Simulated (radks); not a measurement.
Results of a calculation; reference values are marked as such.
Spherical jellium clusters: N electrons in a uniform positive sphere of charge N and radius rs N^(1/3), rs = 2.66 bohr. Level of theory: non-relativistic Kohn-Sham, LDA (Slater exchange, Perdew-Wang correlation), spin-polarised, spherical densities (a radial shooting solver with Libxc functionals). Levels are named by radial order and angular momentum (1s, 1p, 1d, 2s, ...), and open shells are averaged over m.

N = 4, configuration 1s2 1p(up 2, down 0). This is the lowest configuration that the search found. Occupied and some empty levels:

level    occupation  eigenvalue (eV)  <r> (bohr)
1s up             1          -6.6363       3.175
1s down           1          -5.8359       3.157
1p up             2          -3.2200       4.409
1p down           0          -2.4254       4.604
2s up             0         -0.83180       7.656
2s down           0         -0.56305       8.562
1d up             0         -0.29085       7.132

Energy (eV): total -3.51788, kinetic 13.167, external -112.49, Hartree 51.947, exchange-correlation -18.011, background 61.866.

Electron density:

r (bohr)  n(r) (e/bohr^3)
0.165             0.01552
0.579             0.01540
0.993             0.01511
1.41              0.01457
1.82              0.01369
2.24              0.01242
2.65              0.01079
3.06             0.008925
3.48             0.006995
3.89             0.005196
4.31             0.003673
4.72             0.002505
5.14             0.001667
5.55             0.001088
5.96            0.0007020
6.38            0.0004487
6.79            0.0002849
7.21            0.0001797
7.62            0.0001130
8.04           0.00007090
